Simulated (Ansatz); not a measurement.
A nudged elastic band was laid between two geometries of Cl3HOSn + FH (8 atoms, charge 0, multiplicity 1).

These are results of Ansatz 0.2.0, RKS PBE0/def2-SVP, not measurements.

```json
{"movable images": "5", "climbing image": "yes", "spring": "5.0 eV/Å²", "optimiser": "quadratic models (default)", "start path": "through a guess of the saddle point", "force threshold": "0.03 eV/Å", "iteration limit": "60", "end points": "relaxed"}
```

First end point:

```xyz
8
Properties=species:S:1:pos:R:3
Sn -0.008 -0.127 -0.015
O -0.090 -0.210 1.975
H -0.637 0.467 2.390
Cl 2.086 0.364 -0.867
Cl -1.312 1.781 -0.385
Cl -1.110 -1.854 -1.091
F 1.205 -1.998 1.147
H 0.831 -1.548 1.901
```

Last end point:

```xyz
8
Properties=species:S:1:pos:R:3
Sn 0.440 -0.145 -0.093
O -0.567 -0.444 2.043
H -1.212 -1.163 1.970
Cl 1.743 -0.115 -2.027
Cl -0.219 2.064 0.152
Cl -1.214 -1.713 -0.643
F 1.794 -0.796 1.143
H 0.201 -0.813 2.510
```

(1) Which bonds break or form, and what moves?

(2) What energy profile does the band end with?

(3) What is the geometry of the highest image?

(4) What are the harmonic wavenumbers there?

Results:

(1) Bonds broken: F7–H8. Bonds formed: O2–H8. Cl3HOSn + FH becomes Cl3FH2OSn.

(2) The run converged. The highest image is number 2 of 0 to 6, 0.145 eV above the first end and 0.577 eV above the last; the last end lies 0.432 eV below the first. A vibrational analysis at the climbing image gives one clearly imaginary mode, 540i cm⁻¹: a first-order saddle point. The orbitals stay closed-shell, which can raise the energy where a bond breaks towards radicals; this wasn't checked here.

| image | path coordinate (Å) | energy (eV) | F7–H8 (Å) | O2–H8 (Å) |
| --- | --- | --- | --- | --- |
| 0 | 0.00 | 0.000 | 0.95 | 1.63 |
| 1 | 0.41 | 0.029 | 0.98 | 1.50 |
| 2 | 0.82 | 0.145 | 1.14 | 1.21 |
| 3 | 1.68 | -0.199 | 1.93 | 0.97 |
| 4 | 2.54 | -0.266 | 2.12 | 0.97 |
| 5 | 3.39 | -0.366 | 2.13 | 0.97 |
| 6 | 4.25 | -0.432 | 2.10 | 0.97 |

(3) 
```xyz
8
Properties=species:S:1:pos:R:3
Sn 0.119 -0.232 -0.057
O 0.098 -0.084 2.031
H -0.742 0.055 2.487
Cl 2.150 0.316 -1.016
Cl -1.203 1.682 -0.346
Cl -1.186 -1.871 -1.055
F 1.090 -1.830 1.103
H 0.640 -1.160 1.910
```

(4) 540i, 55, 84, 126, 135, 149, 163, 361, 374, 385, 414, 447, 657, 737, 923, 1286, 1851, 3883 cm⁻¹.

Run time: 99 s on 4 threads of AMD EPYC 9R45 (Zen 5) (shared host), peak memory 0.36 GiB.
